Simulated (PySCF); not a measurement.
# Shifts of the heteroatoms

Numbering as in the mapped SMILES `[CH2:1]=[CH:2][CH2:3][O:4][SiH2:5][SiH2:6][SiH3:7]`; H(Xn) means a hydrogen on atom n. Ha(C1) is cis to C3; Hb(C1) is trans to C3.

No solvent model, non-relativistic, one computed conformer, equivalent nuclei averaged. Shieldings: GIAO PBE0/pcSseg-1; structure optimised with GFN2-xTB; PySCF 2.14.

(1) Predict the 29Si NMR data.

(2) Predict the 17O NMR data.

Answers

(1) 
```csv
atoms,environment,σ (ppm),δ (ppm)
Si5,"silicon bonded to O, Si, 2 H",371.6,-25.5
Si7,"silicon bonded to Si, 3 H",465.1,-102.4
Si6,"silicon bonded to 2 Si, 2 H",481.6,-115.9
```

Shieldings were converted by a linear fit to measured shifts: 29Si (scatter 8.9 ppm rms, 25.8 ppm with the 6 outliers that the fit left out vs TMS, solution or neat liquid). A few per cent of atoms miss by over 2 rms, more outside the fitted compound classes.

On a 400 MHz spectrometer 29Si resonates near 79.5 MHz, so 1 ppm is 79.5 Hz.

(2) 
```csv
atoms,environment,σ (ppm),δ (ppm)
O4,"oxygen bonded to C, Si",333.8,-37.4
```

Shieldings were converted by a linear fit to measured shifts: 17O: δ = 266.70 − 0.911σ (rms 10.7 ppm, 155 shifts, 12.2 ppm with the 3 outliers that the fit left out vs liquid water, solution or neat liquid). Occasional misses reach two or three times the rms, and more in compound classes unlike the fitted ones.

On a 600 MHz spectrometer 17O resonates near 81.3 MHz, so 1 ppm is 81.3 Hz.
